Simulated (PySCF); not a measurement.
Unknowns

Theoretical values (PySCF 2.14): GFN2-xTB structure, PBE0/pcSseg-1 with gauge-including orbitals. Equivalent nuclei averaged, no solvent, non-relativistic, one conformer.

δ = σ(ref) − σ, references computed at the same level: TMS for ¹H (31.72 ppm) and ¹³C (186.93 ppm). Where no couplings were computed, multiplicities follow the n + 1 count of equivalent neighbours, and m marks all less simple cases (inequivalent or close neighbours, rings, F or P nearby). Shifts are as computed. Against solution values, carbons near 30 ppm lie about +3 ppm off and those near 130 ppm about +5 ppm; carbons on Cl a further +6 ppm. Of 1211 compounds with measured shifts, 218 miss one by over three times the rms of a fit or turn the order of signals round; such compounds aren't used in these exercises. Carbons bonded to Cl come out too deshielded. OH and NH positions are gas-phase values without hydrogen bonding to other molecules.

**Question.** CH₅ClOSi. ¹H NMR (300 MHz, computed): δ 4.92 (t, 2H), 2.95 (t, 2H), 1.90 (br s, 1H). ¹³C{¹H} NMR (computed): δ 35.6. Identify the compound.

**Answer.** `O[SiH2]CCl`. Rings plus π bonds: 0. Carbon types of the structure: 1 × CH2, leaving 3 H on heteroatoms. δC 35.6: sp3 CH2 bonded to Cl and Si; the inductive effect lowers its shielding. δH 4.92: hydrogen on a silicon bonded to C, O. δH 2.95: hydrogen on an sp3 CH2 bonded to Cl and Si; its carbon carries Cl, an electronegative neighbour. δH 1.90: hydrogen on an oxygen bonded to Si; exchangeable, gas-phase position.

**Question.** C₆H₁₁N₃Si. ¹H NMR (400 MHz, computed): δ 9.93 (s, 1H), 8.69 (s, 1H), 0.46 (s, 9H). ¹³C{¹H} NMR (computed): δ 175.7 (C), 161.7 (CH), 156.9 (CH), -1.5 (CH3). Give a structure.

**Answer.** `C[Si](C)(C)c1cncnn1`. The formula gives 4 degrees of unsaturation (1 ring in the answer). 4 carbon signals for 6 carbons: some carbons are equivalent by symmetry or fast rotation. Carbon types of the structure: 1 × C, 2 × CH, 3 × CH3, which accounts for all hydrogens. δC 175.7: substituted aromatic carbon next to a ring nitrogen. δC 156.9: aromatic CH next to a ring nitrogen; the adjacent pyridine-type nitrogen withdraws density from it. δH 9.93: hydrogen on an aromatic CH between two ring heteroatoms; aromatic region. δH 8.69: hydrogen on an aromatic CH next to a ring nitrogen; ring current plus the neighbouring ring nitrogen.

The data come from this structure; uniqueness wasn't tested.
